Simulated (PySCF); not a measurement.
A structure optimised at r2SCAN-D4/def2-TZVPD, used in a PySCF frequency run:

```xyz
2

Be     0.0000     0.0000    -0.9509
F      0.0000     0.0000     0.4226
```
Charge 0, spin multiplicity 2.

**Question.** Write its SMILES, formula and point group.

**Answer.** [Be][F], BeF, C∞v

**Question.** What are its rotational constants (standard atomic weights)?

**Answer.** 43.829 GHz (linear rotor, B only)
